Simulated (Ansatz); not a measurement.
Reactions of C4H10O, SMILES `COC(C)C`.

Gas-phase electronic energies from Ansatz, PBE0-D4/def2-TZVP geometries. CCSD(T)/CBS is the MP2 limit (def2-TZVPP, def2-QZVPP) plus CCSD(T) − MP2 in def2-TZVPP, frozen cores. This one scheme is used for every species, atoms too. Functionals use def2-TZVPP. Open shells (•) are unrestricted, without spin–orbit coupling. Spin–orbit coupling would lower the free atoms: a little for C, O. def2 core potentials past Kr. Bonds to Hf are less sure, by a few kJ/mol each and by 10 to 20 or more in all where they break to atoms, as the def2 sets lack core-valence functions. Each species was taken in one conformer, which may not be the lowest.

| reaction | CCSD(T)/CBS(def2) (kcal/mol) |
| --- | --- |
| `COC(C)C` + HCl → `COC(C)Cl` + CH₄ | ? |
| `COC(C)C` → `CC(C)CO` | -8.3 |
| `COC(C)C` → `CCCOC` | 2.8 |
| `COC(C)C` + `[NH2][Hf]([F])([Cl])[Cl]` → `CC(C)[NH][Hf]([F])([Cl])[Cl]` + CH₃OH | ? |
| `COC(C)C` → `[CH3]`• + `CC(C)[O]`• | 91.2 |
| `COC(C)C` → 4 C• + 10 H• + O• | 1392.9 |
| `COC(C)C` → `CCC(C)O` | -10.6 |

Task: Fill in the missing values. (Estimate.)

Result: Ansatz gave: `COC(C)C` + HCl → `COC(C)Cl` + CH₄: -1.2 kcal/mol; `COC(C)C` + `[NH2][Hf]([F])([Cl])[Cl]` → `CC(C)[NH][Hf]([F])([Cl])[Cl]` + CH₃OH: -0.9 kcal/mol.

Largest T1 diagnostic: 0.017, for `CC(C)[O]`•.
